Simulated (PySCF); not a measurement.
Species: C₅H₇FSi.
Atom-mapped SMILES: `[CH3:1][C:2]1=[C:3]([F:4])[CH:5]=[CH:6][SiH2:7]1`

Cartesian coordinates in Å at the GFN2-xTB level; atoms count from 1:
```
atom  x, y, z in Å
C1     2.1017    0.1077   -0.0690
C2     0.6138    0.0685   -0.0116
C3    -0.1695    1.1073    0.3034
F4     0.3053    2.3384    0.6119
C5    -1.6106    0.9219    0.3203
C6    -2.0290   -0.3095    0.0094
Si7   -0.5326   -1.3993   -0.3534
H8     2.4466   -0.1583   -1.0682
H9     2.4791    1.0980    0.1811
H10    2.5237   -0.6165    0.6278
H11   -2.2439    1.7590    0.5743
H12   -3.0723   -0.5728   -0.0124
H13   -0.4616   -1.8558   -1.7410
H14   -0.3514   -2.4891    0.6053
```

NICS is the negative of the GIAO shielding at a point without a nucleus: at the ring centre (0) and 1 Å above and below it (1); zz is the component along the ring normal. Level: GIAO PBE0/pcSseg-1 (PySCF, non-relativistic, gas phase) on the GFN2-xTB geometry, one conformer.

Ring bond lengths (Å), with Mayer bond orders in brackets: C2–C3 1.339 (1.74), C3–C5 1.453 (1.10), C5–C6 1.337 (1.83), C6–Si7 1.886 (0.89), Si7–C2 1.894 (0.85).

**Question.** Give the NICS values of each ring in ppm.

**Answer.** 
```
           ring                                                      type  NICS(0)  NICS(1), two faces  NICS(1)zz, two faces  rms pucker (Å)  centre to ring atoms, mean (Å)
C2–C3–C5–C6–Si7  5-membered ring with Si; formal bonds 2 double, 3 single     -0.8         -1.6 / -1.6             2.7 / 2.7            0.00                            1.34
```

**Question.** What can be read from them?

**Answer.** 
- C2–C3–C5–C6–Si7: mean NICS(1)zz 2.7 ppm, near zero. Si7 has four or more neighbours, so the value isn't read as a sign of a π ring current.

**Question.** At the first NICS(1) probe listed for ring C2–C3–C5–C6–Si7, 1 Å off the ring, what do the in-plane components average?

**Answer.** The isotropic value is a third of the trace: (3 × -1.6 − (2.7))/2 = -3.8 ppm.

**Question.** How shielded are the nuclei of the rings and their hydrogens (means over atoms taken as equivalent)?

**Answer.** 
| atoms | environment | σ isotropic (ppm) |
| --- | --- | --- |
| C2 | fully substituted alkene carbon | 71.8 |
| C3 | vinylic C–F carbon | 12.5 |
| C5 | alkene CH carbon | 33.4 |
| C6 | alkene CH carbon | 55.1 |
| Si7 | SiH2 silicon | 393.7 |
| H11 | vinylic hydrogen | 24.66 |
| H12 | vinylic hydrogen | 25.58 |
| H13 (×2) | Si–H hydrogen | 27.12 |
